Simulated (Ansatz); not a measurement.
One change: `B[SiH](O)[SiH3]` becomes `B[SiH](B)O`.

Ansatz, PBE0-D4/def2-TZVP geometries, multiplicity 1. Each molecule was computed in one conformer, which needn't be the lowest.

| property | `B[SiH](O)[SiH3]` |
| --- | --- |
| ideal-gas entropy at 298 K and 1 bar (rigid rotor, harmonic PBE0-D4/def2-TZVP) / J/(mol·K) | 362 |
| LUMO energy (PBE/def2-TZVPP) / eV | -3.41 |
| size of the dipole moment (B3LYP/def2-TZVPP) / D | 1.02 |
| LUMO energy (B3LYP/def2-TZVPP) / eV | -2.65 |
| HOMO energy (PBE0/def2-TZVPP) / eV | -7.56 |
| size of the dipole moment (PBE/def2-TZVPP) / D | 1.13 |

Problem. What does the change do to each property? (Estimate.)

Solution. The calculation gave: 
```csv
property,`B[SiH](B)O`,shift
"ideal-gas entropy at 298 K and 1 bar (rigid rotor, harmonic PBE0-D4/def2-TZVP) / J/(mol·K)",339,-23
LUMO energy (PBE/def2-TZVPP) / eV,-3.72,-0.31
size of the dipole moment (B3LYP/def2-TZVPP) / D,1.17,0.15
LUMO energy (B3LYP/def2-TZVPP) / eV,-2.94,-0.29
HOMO energy (PBE0/def2-TZVPP) / eV,-7.72,-0.16
size of the dipole moment (PBE/def2-TZVPP) / D,1.15,0.02
```

With PBE0 the HOMO falls by 0.16 eV and the LUMO falls by 0.29 eV, so the gap narrows by about 0.13 eV. PBE moves the HOMO by -0.07 eV and ωB97M-V by -0.27 eV. The zero-point energy changes by -13.4 kJ/mol with -3 modes. Dipoles are sizes alone; their direction can turn.

B3LYP here is the variant with VWN-RPA as its local correlation; programs differ in this.
